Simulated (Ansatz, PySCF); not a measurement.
**HfCl4(H2O) in two programs**

HfCl4(H2O) (singlet), relaxed with PySCF 2.14.0, RKS PBE, Hf def2-SVP with ECP60, Cl def2-SVP, O def2-SVP, H def2-SVP; non-relativistic Hamiltonian with scalar-relativistic core potentials where named; density fitting; no spin-orbit coupling:

```xyz
8

Hf   -0.0256   -0.0444    0.0000
Cl   -0.5371   -0.5229    2.3140
Cl   -0.1842   -0.7266   -2.3140
Cl    2.3017    0.1775    0.1634
Cl   -0.9972    2.0821   -0.1634
O    -1.1583   -2.0063    0.0000
H    -1.4868   -2.4379    0.8148
H    -1.3678   -2.5065   -0.8148
```

There the HOMO–LUMO gap is 4.97 eV. 

The same geometry by Ansatz 0.2.0 (PBE, PAW, a periodic box with 9 Å of vacuum):

```
spin-orbit coupling  gap (eV)  largest force component (eV/Å)
            without      4.88                            0.40
```

(1) What does the run with spin-orbit coupling give?

The spin-orbit runs use fully relativistic datasets of their own, so changes of a few hundredths of an eV needn't come from the coupling.

A frequency check found unstable modes (1, the lowest at -33 cm⁻¹), so the relaxed geometry is a saddle point, or these are noise.

Answers

(1) gap (eV): 4.80, largest force component (eV/Å): 0.42. It took 33 s on 2 threads of Arm Neoverse V2, with other jobs on the host, peak memory 3.3 GiB.
